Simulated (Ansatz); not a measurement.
`C=C=C(O)CO` + `[CH3][GaH2]` → `[CH3][GaH][CH2]O` + `C=C=CO`  (formal exchange of groups at a C–C bond)

Computed with Ansatz on PBE0-D4/def2-TZVP structures; ΔE is electronic, products minus reactants. CBS: MP2 limit from def2 TZ/QZ plus the TZ coupled-cluster correction, frozen cores. Functionals use def2-TZVPP. For Ga outer-core shells are correlated without core-valence functions, which leaves a few kJ/mol of doubt a bond. Scalar relativity is left out up to krypton. Each species was taken in one conformer, which may not be the lowest.

```json
{"level": "ωB97X-V", "ΔE (kcal/mol)": "4.7"}
{"level": "CCSD(T)/def2-TZVPP", "ΔE (kcal/mol)": "4.0"}
```

(1) What does CCSD(T)/CBS give? (An estimate is asked.)

Largest T1 diagnostic among the species: 0.013.

Answers

(1) Computed: +3.0 kcal/mol. The listed levels differ from it by 1.7, 1.0 kcal/mol.

In def2-TZVPP, CCSD(T) changes the Hartree–Fock value by −2.6 kcal/mol (the triples alone add −0.1 kcal/mol) and MP2 by −2.5 kcal/mol. From PBE to PBE0 (25 % exact exchange), in def2-TZVPP and without D4, ΔE moves by +1.2 kcal/mol.
